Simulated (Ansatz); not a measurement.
Ideal-gas functions of ClFGeH₄Sn, SMILES `[F][SnH]([Cl])[GeH3]` at 400 K and 1 bar, from an Ansatz frequency run at PBE0-D4/def2-TZVP.

Molar mass 249.8 g/mol, point group C1 (symmetry number 1), electronic degeneracy 1, moments of inertia 194.576, 511.615, 626.43 u Å². Harmonic wavenumbers (cm⁻¹, unscaled): 54, 67, 102, 145, 223, 373, 441, 449, 560, 574, 618, 769, 873, 874, 1953, 2166, 2180, 2191.

Use S(trans) = R[1.5 ln M + 2.5 ln T − 1.1517]; rotational temperatures θ = 24.2544 K / I; S(rot) = R[ln(√π/σ · √(T³/θAθBθC)) + 1.5]; for each mode x = 1.438777 ν̃/T, S = R[x/(eˣ − 1) − ln(1 − e⁻ˣ)] and H = RT x/(eˣ − 1); 1 cm⁻¹ = 0.0119627 kJ/mol; R = 8.31446 J/(mol·K).

By hand: the entropy, in J/(mol·K).

Translation 183.8. Rotation: θ = 0.1247, 0.0474, 0.0387 K, giving 126.8. Vibration, mode by mode: 21.95, 20.17, 16.70, 13.82, 10.37, 6.47, 5.30, 5.18, 3.77, 3.62, 3.20, 2.08, 1.55, 1.54, 0.06, 0.03, 0.03, 0.03, in all 115.9. Electronic 0.0. Sum 426.5 J/(mol·K).

By hand: H − E and G − E in kJ/mol, counted from the electronic energy.

Zero-point energy ½ × 14612 × 0.0119627 = 87.4; thermal vibration 22.2; translation, rotation and pV give 4 RT = 13.3. H − E = 122.9 kJ/mol, and G − E = 122.9 − 400 × 426.5/1000 = -47.7 kJ/mol.

Vibration gives 27 % of the entropy, 72.6 J/(mol·K) of it from the modes under 150 cm⁻¹: soft modes count most, and the harmonic formula is weakest for them. The sum counts one conformer and one mirror image; others add a mixing term.
